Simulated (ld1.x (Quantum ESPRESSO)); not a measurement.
Lu: variants of one PAW potential

Base potential:

```
Element                 : Lu
Generator               : ld1.x (Quantum ESPRESSO) 7.5
Type                    : PAW
Functional              : LDA (PZ)
Relativity              : scalar-relativistic
Frozen core             : [Kr] 4d10 4f14
Valence charge          : 11
Reference configuration : 5s2 5p6 5d1 6s1.5 6p0.5
Partial waves           : 5s (bound): rcut 1.65, rcutus 1.85 bohr; 6s (bound): rcut 1.65, rcutus 1.85 bohr; 5p (bound): rcut 2.15, rcutus 2.30 bohr; 6p (bound): rcut 2.15, rcutus 2.30 bohr; 5d (bound): rcut 2.30, rcutus 3.10 bohr; 5d channel at 0.2 Ry: rcut 2.30, rcutus 3.10 bohr
Local potential         : all-electron potential smoothed inside 1.75 bohr (lloc = -1)
Core correction         : Bessel-smoothed model core, default radius (core density twice the valence density)
Augmentation charge     : PSQ, inside the norm-conserving radii
```

Cutoffs, loose and tight: the cutoffs (Ry, on a coarse ladder) from which the occupation-weighted sum of valence levels, in a spherical-Bessel basis at the reference potential, stays within 10 and 1 mRy of its value at 400 Ry. They do not see the model core or the augmentation charge, which bear on the density cutoff. Test errors are all-electron minus pseudo excitation energies from the reference, over the configurations 5s2 5p6 5d1 6s2 6p0; 5s2 5p6 5d1 6s1 6p0; 5s2 5p6 5d1 6s0 6p0; 5s2 5p6 5d2 6s1 6p0; 5s2 5p6 5d1 6s0 6p1; 5s2 5p6 5d1 6s1 6p1; 5s1 5p6 5d1 6s2 6p0 (two spin-polarised tests are not counted in the largest error). A dash means not determined; rows that change the core or the reference have their own tests. The largest error is taken over the tests solved by every variant that gives reliable tests at all: 5s2 5p6 5d1 6s0 6p0; 5s2 5p6 5d1 6s1 6p0; 5s2 5p6 5d1 6s2 6p0.

A true bound ghost makes a file unfit for plane-wave use even where its test errors are small: the radial tests pick states by their node count and pass the ghost by. Where a test does run into it, the solver fails or the error is huge.

Cutoffs are not given where the Bessel-basis levels miss the radial ones by over 6 mRy, ghosts where they miss by over 20 mRy; a channel whose overlap is not positive is not tested.

A file whose overlap is not positive is unfit for use, and its test errors describe a broken file.

| change | outcome | bound ghosts | largest test error (meV) |
| --- | --- | --- | --- |
| base | generated, overlap not positive | not determined (overlap not positive) | -22 |
| waves 5d (bound): rcut 2.00, rcutus 2.12 bohr; 5d channel at 0.2 Ry: rcut 2.00, rcutus 2.12 bohr | generated, overlap not positive | not determined (overlap not positive) | -22 |
| waves 5d (bound): rcut 2.14, rcutus 2.26 bohr; 5d channel at 0.2 Ry: rcut 2.14, rcutus 2.26 bohr | generated, overlap not positive | not determined (overlap not positive) | -22 |
| waves 5d (bound): rcut 2.30, rcutus 2.60 bohr; 5d channel at 0.2 Ry: rcut 2.30, rcutus 2.60 bohr | generated, overlap not positive | not determined (overlap not positive) | -20 |
| waves 5d (bound): rcut 2.30, rcutus 2.94 bohr; 5d channel at 0.2 Ry: rcut 2.30, rcutus 2.94 bohr | generated, overlap not positive | not determined (overlap not positive) | -22 |
| waves 5d (bound): rcut 2.30, rcutus 3.26 bohr; 5d channel at 0.2 Ry: rcut 2.30, rcutus 3.26 bohr | generated, overlap not positive | d (p not tested, overlap not positive) | -23 |
| waves 5d (bound): rcut 2.30, rcutus 3.70 bohr; 5d channel at 0.2 Ry: rcut 2.30, rcutus 3.70 bohr | generated, overlap not positive | not determined (overlap not positive) | -74 |
| waves 5d (bound): rcut 2.30, rcutus 4.02 bohr; 5d channel at 0.2 Ry: rcut 2.30, rcutus 4.02 bohr | generated, overlap not positive | not determined (overlap not positive) | -366 |
| waves 5d (bound): rcut 2.30, rcutus 4.40 bohr; 5d channel at 0.2 Ry: rcut 2.30, rcutus 4.40 bohr | generated, overlap not positive | not determined (overlap not positive) | -456 |
| waves 5d (bound): rcut 2.30, rcutus 4.70 bohr; 5d channel at 0.2 Ry: rcut 2.30, rcutus 4.70 bohr | generated, overlap not positive | not determined (overlap not positive) | -467 |

Reading the sweep of the d radius (base included, trends over the rows without a ghost): Bound ghosts are found at 3.26 bohr. Every judged row has one, so this setting neither creates nor removes them.
